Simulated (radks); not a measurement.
Question: Coherent X-ray form factor from a spherical all-electron density. Method: non-relativistic Kohn-Sham, LB94 model potential, spin-polarised, spherical densities, point nucleus; computed with a radial shooting solver on a logarithmic mesh with Libxc functionals.

sin(theta)/lambda (1/angstrom),f0 (electrons)
0.05,20.945
0.1,20.782
0.15,20.514
0.2,20.148
0.25,19.693
0.3,19.158
0.4,17.897
0.5,16.468
0.6,14.972
0.8,12.119
1,9.801
1.25,7.814
1.5,6.611
2,5.242

The species is in the configuration that NIST lists as its ground one. Which atom or ion scatters so?

Answer: The rubidium ion Rb16+, [Ar] 3d3. Extrapolating in s^2 from the first two rows gives f0(0) = 21.0, near the electron count 21; among species with that count, the fall with angle is slower the higher Z, and the table is that of Z = 37; from so few rows the species is fixed only to a neighbour or two.
